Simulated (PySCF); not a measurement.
Screening by computed properties: pick the candidate that meets the target.

All species are isolated and taken at one optimised geometry, non-relativistic unless stated; the electronic structure was computed with PySCF and density fitting.

Dipoles, sizes and rotational constants follow the conformer. The torsions of the flexible species, by atom-mapped SMILES:
- `[CH2:1]=[CH:2][C:3]([NH2:4])[CH2:5][N:6]=[CH2:7]`: C1–C2–C3–N4 -179°, C2–C3–C5–N6 -176°, C3–C5–N6–C7 131°, H–N4–C3–C2 -23°, H–N4–C3–C2 -163°
- `[CH2+:1][CH:2][CH2:3]/[C:4](=[CH:5]/[F:6])[CH2:7][Cl:8]`: C1–C2–C3–C4 -151°, C2–C3–C4–C5 27°, C3–C4–C7–Cl8 -11°
- `[H]/[N:5]=[C:4](\[CH2:3][N:2]=[CH2:1])[CH:6][CH3:7]`: C1–N2–C3–C4 119°, N2–C3–C4–N5 -132°, C3–C4–C6–C7 -179°
- `[CH2:1][S:2][C@H:3]([F:4])[C:5]([F:6])([F:7])[F:8]`: C1–S2–C3–F4 42°, S2–C3–C5–F6 64°
- `[CH2:1]=[N:2][C@@H:3]1[CH:4][CH2:5][Si@@:6]1([NH2:7])[PH2:8]`: C1–N2–C3–C4 -143°, H–N7–Si6–C5 157°, H–N7–Si6–C5 -65°, H–P8–Si6–C5 -168°, H–P8–Si6–C5 -76°
- `[F:1]/[CH:2]=[C:3]\[O:4][CH:5]([F:6])[F:7]`: C2–C3–O4–C5 -37°, C3–O4–C5–F6 -179°
- `[CH2:1][C:2](=[O:3])[C:4]([F:5])([F:6])[F:7]`: C1–C2–C4–F5 -58°

**Question.** Wanted: smallest rotational constant above 1.32 GHz (GFN2-xTB) and isotropic g value below 2.0026 (unrestricted B3LYP/pcH-1, mean-field spin–orbit), at GFN2-xTB geometries. Which candidate meets both?
A. `[CH2+][CH]C/C(=C/F)CCl` [radical]
B. `C=N[C@@H]1[CH]C[Si@@]1(N)P` [radical]
C. `C(F)(F)O/[C]=C\F` [radical]
D. `[CH2]S[C@H](F)C(F)(F)F` [radical]
E. `[H]/N=C(/[CH]C)CN=C` [radical]
F. `C=C[C](N)CN=C` [radical]
G. `[CH2]C(=O)C(F)(F)F` [radical]

**Answer.** C. Computed values:
```csv
species,smallest rotational constant,isotropic g value
[CH2+][CH]C/C(=C/F)CCl [radical],0.705 GHz,2.00886
C=N[C@@H]1[CH]C[Si@@]1(N)P [radical],0.869 GHz,2.00242
[CH2]S[C@H](F)C(F)(F)F [radical],1.186 GHz,2.00449
C=C[C](N)CN=C [radical],1.290 GHz,2.00274
[H]/N=C(/[CH]C)CN=C [radical],1.343 GHz,2.00326
C(F)(F)O/[C]=C\F [radical],1.503 GHz,2.00207
[CH2]C(=O)C(F)(F)F [radical],2.055 GHz,2.00487
```
